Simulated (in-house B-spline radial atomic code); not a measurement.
The numbers below are computed, except where a source is named.
## Sc in an electron gas of r_s = 3: phase shifts, screening, friction and resistivity

A nucleus sits in a uniform electron gas with a rigid positive background. The Kohn-Sham equations are solved self-consistently in the spin-unpolarised LDA (PW92), non-relativistic, on B-splines with outgoing waves at the boundary and partial waves to l = 8. The model has no lattice, no bands and no magnetic solution. Atomic units; δ_l are the phase shifts at the Fermi level, counted so that each bound state adds π, and good to about 0.0005. A narrow, partly filled d or f resonance in a thin gas would split by spin, so such rows rest on a solution that is probably unstable.

The density parameter is r_s = 3 bohr, near that of the valence electrons of Ag (1 per atom, density 10.5 g/cm³, mass 107.87 u, which gives r_s = 3.02).

```tsv
l	δ_l (rad)
0	9.2787
1	6.3874
2	0.9456
3	-0.0218
4	-0.0034
5	-0.0004
6	-0.0003
7	-0.0002
8	-0.0002
```

Bound levels below the band bottom (hartree): s -159.8, s -16.77, p -13.8, s -1.577, p -0.8294.

**Question.** Check the Friedel sum rule, and say where the screening charge sits.

**Answer.** k_F = (9π/4)^(1/3)/r_s = 0.63972. The rule is Z = (2/π) Σ (2l + 1) δ_l. The terms are s 5.907, p 12.199, d 3.010, f -0.097 and -0.029 beyond, in all 20.990 against Z = 21. Bound states hold 6 s, 12 p, 0 d electrons, so the scattering states carry 2.99 in all; where a term is smaller than its bound count, the bound level has drawn weight out of the band.

**Question.** Find the transport cross section and the electronic stopping of a 2 keV Sc ion (mass 44.96 u).

**Answer.** σ_tr = (4π/k_F²) Σ (l + 1) sin²(δ_l − δ_(l+1)). The terms for l = 0 to 3 are 0.0613, 1.1117, 2.0340, 0.0014, all together 3.2085, so σ_tr = 30.707 × 3.2085 = 98.522 bohr². With n = 3/(4π r_s³) = 0.008842, the friction coefficient is Q = n k_F σ_tr = 0.5573. For v well below v_F = 0.640, dE/dx = Q v; with 24801 eV per u at v = 1, v = √(2000/(24801 × 44.96)) = 0.0424, so dE/dx = 0.02360 hartree/bohr = 12.1 eV/nm. The largest term couples the d and f waves.

**Question.** What residual resistivity would 1 atomic per cent of such centres give in Ag?

**Answer.** Δρ = k_F n_i σ_tr/n in atomic units of 21.74 μΩ·cm. With one host atom per 1 electron, n_i/n = 0.01/1, so Δρ = 0.6397 × 0.01000 × 98.522 × 21.74 = 13.70 μΩ·cm. This is an atom added to the gas, as on an interstitial site.

**Question.** On a substitutional site the background of one host ion, a sphere holding 1 charge, is taken out. The phase shifts for l = 0 to 4 become 9.1753, 6.3257, 0.6858, -0.0193, -0.0033. What follows?

**Answer.** The Friedel sum is now 20.00, for Z − 1 = 20. The sum in σ_tr is 2.0637, so σ_tr = 63.37 bohr² and Δρ = 8.81 μΩ·cm per atomic per cent, 0.64 times the value above. A real host ion scatters too, so this model doesn't give zero even for the host's own atom.
